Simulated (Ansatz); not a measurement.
Which is lower?

The two ends of one reaction step of CH$_{8}$GeS, closed shell (PBE0-D4/def2-TZVP).

A:

```
11
angstrom
Ge -1.0202 0.1246 0.6891
S 2.5411 -1.4519 -0.2823
H -1.1061 -1.3885 0.4088
H -2.3818 0.5873 1.2398
C -0.5533 1.1020 -0.9318
H 2.3804 -0.9186 0.9384
H 0.0404 0.3461 1.7851
H 1.4870 -2.2662 -0.1202
H -1.3070 0.9373 -1.7026
H -0.4935 2.1710 -0.7243
H 0.4132 0.7567 -1.2999
```

B:

```csv
atom,x (Å),y (Å),z (Å)
Ge1,-0.6420,-0.7228,-0.2069
S2,1.4418,-1.5226,-0.1452
H3,-1.5350,-1.6917,-1.0048
H4,-1.1820,-0.6052,1.2304
C5,-0.5068,1.0127,-1.0741
H6,1.4915,0.7647,2.0137
H7,1.2607,1.3703,2.3868
H8,1.1180,-2.6427,0.5208
H9,-1.4953,1.4671,-1.1550
H10,0.1379,1.6708,-0.4911
H11,-0.0885,0.8993,-2.0746
```

Computed with Ansatz 0.2.0 (basis: def2-TZVPP); correlated methods freeze the cores. Filled d shells of the heavier atoms are correlated. The def2 sets are not built for correlating such inner shells, so the correlated values are less sure here. B3LYP uses VWN-RPA correlation.

(1) Which structure is lower at CCSD(T), and by how much? (An estimate is asked for; the value comes from the calculation.)

No T1 diagnostic of these runs exceeds 0.011.

Results:

(1) By the calculation: B, by 22.1 kJ/mol (electronic energy, against the other). By their contacts, A is a complex of CH₆Ge ([CH3][GeH3]) + H₂S and B is a complex of CH₆GeS ([CH3][GeH2][SH]) + H₂.

All methods give the same order:

| method | E(B) − E(A) (kJ/mol) |
| --- | --- |
| SPW92 | -19.0 |
| PBE-D4 | -27.6 |
| BLYP-D4 | -26.3 |
| r2SCAN-D4 | -27.7 |
| B97M-V | -17.7 |
| PBE0-D4 | -25.6 |
| B3LYP-D4 | -23.7 |
| r2SCAN0-D4 | -25.9 |
| BHLYP-D4 | -21.5 |
| CAM-B3LYP-D4 | -17.5 |
| wB97X-V | -22.0 |
| wB97M-V | -22.8 |
| B2PLYP | -23.0 |
| PBE-QIDH | -26.2 |
| RPA on PBE | -19.0 |
| HF | -13.0 |
| MP2 | -30.8 |
| CCSD | -18.6 |
| CCSD(T) | -22.1 |

Labels in which every atom is bracketed show which atoms are joined, not bond orders.

For scale, one of the runs: CCSD(T)/def2-TZVPP, 233 basis functions, launched by `ansatz run in.yaml --threads 4 --pin off --events-out ev --progress --plain --max-ram 9574MiB`. The run took 80 s on 4 CPU threads of an Arm Neoverse V2 (shared host), with 4 GiB of host memory at its peak.
